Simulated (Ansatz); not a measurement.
H₃S (SMILES [SH3+]), charge +1, singlet, geometry from GFN2-xTB. Base run: B3LYP/aug-cc-pVDZ (Ansatz, a first-principles code).

Geometry (Å):
```xyz
4

S      0.0082    -0.0067     0.1148
H     -0.5258     1.0664    -0.5178
H      1.0913    -0.0580    -0.6981
H     -0.6960    -0.9015    -0.6202
```
Charge +1, spin multiplicity 1.
All else is at Ansatz's defaults.
Base energy -399.68981 Eh.

Each row names what was changed in the base input (with any setting that the change needs).

| change | ΔE vs base (mEh) |
|---|---|
| base | 0.000 |
| nuclear_model = gaussian | 0.323 |
| final_grid = 4, 8, 17 | 0.000 |
| lower_state_search = light | 0.000 |
| final_grid = 6, 12, 29 | 0.000 |
| final_grid = 10, 20, 41 | 0.000 |
| accuracy = high | -0.013 |
| point_charge = charge:0.5 position_ang:0.4142, 3.7677, 1.3218 | 64.021 |
| point_charge = charge:1.0 position_ang:-0.2071, 3.6181, 1.6516 | 126.7 |
| fitting.mean_field = def2-universal-JKFIT | -0.053 |
| final_grid = 14, 28, 59 | 0.000 |
